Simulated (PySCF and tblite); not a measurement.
The numbers below are computed, except where a source is named.
C₈H₁₂, numbered as in [CH:1]#[C:2][C@@H:3]1[CH2:4][CH2:5][CH2:6][C@H:7]1[CH3:8].

Search: ETKDG and KDG, MMFF94s, GFN2-xTB, 60 starts; geometries at GFN2-xTB. Weights use PBE0-D3(BJ)/pcSseg-1 energies plus GFN2-xTB zero-point and thermal terms (modes under about 100 cm⁻¹ blended into free rotors). Symmetry numbers and mirror images are counted. Conformers within 3 kcal/mol (GFN2-xTB free energy) were kept, 10 at most. GIAO shieldings: PBE0/pcSseg-1. Shifts are against TMS (¹H), TMS (¹³C) at the same level; of two unlike H on one atom, a is the less shielded. Programs: PySCF with density fitting and tblite.

Question: List the conformer-averaged shifts at 298.15 K.

Answer: ¹H: 2.19 (H3, 1H), 2.14 (H4a, 1H), 2.02 (H4b, 1H), 2.00 (H7, 1H), 1.91 (H6a, 1H), 1.83 (H5a, 1H), 1.73 (H5b, 1H), 1.52 (H1, 1H), 1.16 (H8, 3H), 1.09 (H6b, 1H) ppm. ¹³C: 95.5 (C2), 73.9 (C1), 49.1 (C7), 39.9 (C6), 37.3 (C3), 37.3 (C4), 29.3 (C5), 21.6 (C8) ppm.

Question: How do the conformers differ?

Answer: The 5-ring runs over atoms 3–4–5–6–7.
```json
{"conformer": "1", "shape": "5-ring envelope (ring torsions -27, 42, -39, 22, 3°)", "weight %": "83.1"}
{"conformer": "2", "shape": "5-ring between envelope and twist (ring torsions 10, -31, 40, -34, 15°)", "weight %": "16.9"}
```

```tsv
signal	1	2	average
H1	1.52	1.56	1.52
H3	2.14	2.42	2.19
H4a	2.14	2.15	2.14
H4b	2.02	2.00	2.02
H5a	1.82	1.90	1.83
H5b	1.73	1.74	1.73
H6a	1.85	2.23	1.91
H6b	1.04	1.37	1.09
H7	1.94	2.28	2.00
H8	1.21	0.92	1.16
C1	73.8	74.7	73.9
C2	95.4	96.4	95.5
C3	37.3	37.3	37.3
C4	38.0	33.6	37.3
C5	30.1	25.2	29.3
C6	40.9	35.1	39.9
C7	49.6	46.7	49.1
C8	21.7	21.2	21.6
```

Question: Which signal moves most, for its nucleus, between 150 and 400 K through the change of populations alone?

Answer: C6: 40.6 ppm at 150 K, 40.3 ppm at 200 K, 40.1 ppm at 250 K, 39.9 ppm at 298.15 K, 39.6 ppm at 400 K.

Shifts are unscaled: against experiment ¹³C can be off by 15 ppm or more and ¹H by 0.8 ppm.
